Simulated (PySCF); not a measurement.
C5H11Br, SMILES CC(C)(C)CBr at its GFN2-xTB optimised geometry (Å):

```
17

C      1.3722    -0.1036     0.0000
C     -0.1614    -0.1036     0.0000
C     -0.6727    -0.8420    -1.2373
C     -0.6730     1.3370     0.0000
C     -0.6028    -0.8263     1.2719
Br    -2.5415    -0.9386     1.4767
H      1.7424     0.3967    -0.8911
H      1.7606     0.4191     0.8717
H      1.7603    -1.1203     0.0068
H     -0.3204    -0.3496    -2.1404
H     -1.7602    -0.8536    -1.2590
H     -0.3164    -1.8708    -1.2469
H     -0.3153     1.8623    -0.8823
H     -0.3230     1.8708     0.8818
H     -1.7606     1.3614    -0.0084
H     -0.2481    -1.8568     1.2815
H     -0.2432    -0.3106     2.1622
```

Computed with PBE0/def2-SVP run with PySCF. Cells within 0.4 Å of a nucleus heavier than hydrogen are left out (blank, or x).

Map of the Laplacian of the electron density (e/bohr⁵), clipped to [-1.50, 1.50] on the plane z = 0.0 Å:

```
|7777777777777777777777777|
|7777777777777777777777777|
|7777777777777777777777777|
|7777777777777777777777777|
|7777777777887777777777777|
|7777777788888777777777777|
|7777778888888877777777777|
|7777787567x78877777777777|
|777778602xxx8887777777777|
|7777788666x58888888777777|
|7777778888557888888877777|
|7777777888636777968877777|
|77777777887xx35xxx8877777|
|77777777887xx567xx8877777|
|7777777788878888437877777|
|7777777788888888605877777|
|7777777778888888867877777|
|7777777777887777888777777|
|7777777777777777777777777|
|7777777777777777777777777|
|7777777777777777777777777|
|7777777777777777777777777|
|7777777777777777777777777|
|7777777777777777777777777|
|7777777777777777777777777|
```
Scale: ten equal steps from -1.50 (start of '0') to 0.444 (end of '9'), in the order '0123456789'; x runs from -4.00 to 4.00, y from -4.00 (bottom) to 4.00 (top).
